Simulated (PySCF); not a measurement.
Gas-phase reaction: TiCl₄ + 3 O = TiOCl₂ + 2 ClO

Energies from PySCF (xtb for GFN2), thermal terms from the rigid-rotor harmonic-oscillator model, ideal gas at 1 bar. The comparison is the NASA 1993 polynomial table, which mixes measured and estimated data. After a fit of one offset per element over all species, the range-separated, M06-2X, PBE0/def2-QZVP and CCSD(T)/def2-TZVPP enthalpies, where run, lie to one side of the table for TiOCl₂ (-50 kJ/mol): a fault of the table's entry, another state or a shared error of the levels is possible; this was not checked at source. S°(298 K) at PBE0/def2-TZVP differs from the NASA 1993 table for TiOCl₂ (+10 J/mol/K); whether the harmonic model or the table's entry is off was not settled. † marks an energy on the PBE0/def2-TZVP geometry and frequencies; other levels use their own. Open shells (unrestricted): O (multiplicity 3, electronic degeneracy 9), ClO (multiplicity 2, electronic degeneracy 4); the rest are closed-shell singlets. GFN2 has no spin-polarisation term. Spin-orbit splitting is ignored; it lowers the true energy and changes the entropy of O, ClO. B3LYP is the form with VWN-RPA correlation. For this reaction the table lies outside the span of B3LYP, M06-2X, PBE0, r2SCAN, ωB97M-V, ωB97X-V in their largest bases here; which side is off was not settled. The harmonic model lacks anharmonicity and excited electronic states, which grow with temperature; levels with a mode under 35 cm⁻¹ are left out. Soft modes under 120 cm⁻¹ make the harmonic entropy rough for TiCl₄, TiOCl₂. The table's entry may be an old estimate for TiOCl₂, ClO (not checked at source). Warning, point group unlike the PBE0 one: TiOCl₂ (GFN2-xTB, PBE/def2-SVP).

```json
[
 {"level": "table", "ΔH°(298 K), kJ": "-327.5", "minus table": "-", "ΔG°(1800 K), kJ": "-179.8"},
 {"level": "B3LYP/def2-TZVP†", "ΔH°(298 K), kJ": "-386.0", "minus table": "-58.5", "ΔG°(1800 K), kJ": "-254.2"},
 {"level": "BLYP/def2-TZVP†", "ΔH°(298 K), kJ": "-475.7", "minus table": "-148.2", "ΔG°(1800 K), kJ": "-343.9"},
 {"level": "GFN2-xTB", "ΔH°(298 K), kJ": "-1218.8", "minus table": "-891.3", "ΔG°(1800 K), kJ": "-1059.2"},
 {"level": "PBE/def2-SVP", "ΔH°(298 K), kJ": "-468.9", "minus table": "-141.4", "ΔG°(1800 K), kJ": "-339.7"},
 {"level": "PBE/def2-TZVP†", "ΔH°(298 K), kJ": "-509.2", "minus table": "-181.7", "ΔG°(1800 K), kJ": "-377.5"},
 {"level": "PBE0/def2-QZVP†", "ΔH°(298 K), kJ": "-378.4", "minus table": "-50.9", "ΔG°(1800 K), kJ": "-246.7"},
 {"level": "PBE0/def2-SVP†", "ΔH°(298 K), kJ": "-318.8", "minus table": "8.7", "ΔG°(1800 K), kJ": "-187.0"},
 {"level": "PBE0/def2-TZVP", "ΔH°(298 K), kJ": "-371.0", "minus table": "-43.5", "ΔG°(1800 K), kJ": "-239.2"},
 {"level": "r2SCAN/def2-TZVP†", "ΔH°(298 K), kJ": "-384.7", "minus table": "-57.2", "ΔG°(1800 K), kJ": "-252.9"},
 {"level": "LDA/def2-TZVP†", "ΔH°(298 K), kJ": "-677.8", "minus table": "-350.3", "ΔG°(1800 K), kJ": "-546.0"}
]
```
